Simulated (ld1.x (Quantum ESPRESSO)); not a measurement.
## Before and after: TM potential for Zr (Z = 40)

| Item | Value |
| --- | --- |
| Element | zirconium |
| Generator | ld1.x (Quantum ESPRESSO) 7.5 |
| Type | norm-conserving Troullier–Martins (Kleinman–Bylander form) |
| Functional | PBE |
| Relativity | scalar-relativistic |
| Frozen core | [Kr] |
| Valence charge | 4 |
| Reference configuration | 4d2 5s1 5p0 (charge +1) |
| Partial waves | 5s (bound): rc 2.20 bohr; 5p (bound, empty): rc 3.00 bohr; 4d (bound): rc 1.80 bohr |
| Local potential | the d channel |
| Core correction | none |

Change: core correction a·sin(br)/r model core inside 1.84 bohr.

Cutoffs: the cutoffs (Ry, on a coarse ladder) from which the occupation-weighted sum of valence levels, in a spherical-Bessel basis at the reference potential, stays within 10 and 1 mRy of its value at 400 Ry; they do not see the model core or the augmentation charge, which bear on the density cutoff. Errors are all-electron minus pseudo energies relative to the spin-unpolarised reference configuration.

Problem. How do hardness, ghosts and transferability respond?

Solution. The potential gets neither clearly harder nor softer (30 Ry and 40 Ry → 30 Ry and 40 Ry); both files keep a bound ghost (p, s); of the 7 tests that both files solve, the error grows in 0 and shrinks in 5 by more than 15 % and 0.3 meV (median size 38.0 → 11.6 meV). Exchange and correlation are not linear in the density, so unscreening with the valence charge alone errs where core and valence overlap; a model core restores that term. A model core, the more so a compact one, raises the density cutoff, which this test does not measure.

```csv
quantity,base,changed
"cutoff, loose",30 Ry,30 Ry
"cutoff, tight",40 Ry,40 Ry
bound ghosts,"s, p","s, p"
"error for 4d2 5s2 5p0, meV [ΔE -7.14 eV]",+38,-1.8
"error for 4d2 5s0 5p0, meV [ΔE 12.94 eV]",+142,-13
"error for 4d1 5s0 5p0, meV [ΔE 35.57 eV]",+306,-297
"error for 4d2 5s1 5p1, meV [ΔE -4.10 eV]",+8.4,-3.2
"error for 4d2 5s1.5 5p0, meV [ΔE -4.26 eV]",+14,-0.4
"error for 4d1 5s2 5p1, meV [ΔE -4.13 eV]",+125,-139
"error for 4d2 5s0 5p2, meV [ΔE -0.92 eV]",+33,-12
s: phases at 3.25 bohr within 0.05 rad from the reference energy up to (Ry; the scan ends near 5),1.7,1.7
p: phases at 3.25 bohr within 0.05 rad from the reference energy up to (Ry; the scan ends near 5),2.3,2.3
d: phases at 3.25 bohr within 0.05 rad from the reference energy up to (Ry; the scan ends near 5),to the end of the scan,to the end of the scan
```

Base: These tests converged, but a pseudo level misses the all-electron one widely, so the file describes the atom poorly there or has found another state: 4d1 5s0 5p0: empty 5p by 3.5 eV (a node warning on the way). Changed file: These tests converged, but a pseudo level misses the all-electron one widely, so the file describes the atom poorly there or has found another state: 4d1 5s0 5p0: empty 5p by 4.4 eV (a node warning on the way). A true bound ghost makes a file unfit for plane-wave use even where its test errors are small: the radial tests pick states by their node count and pass the ghost by.
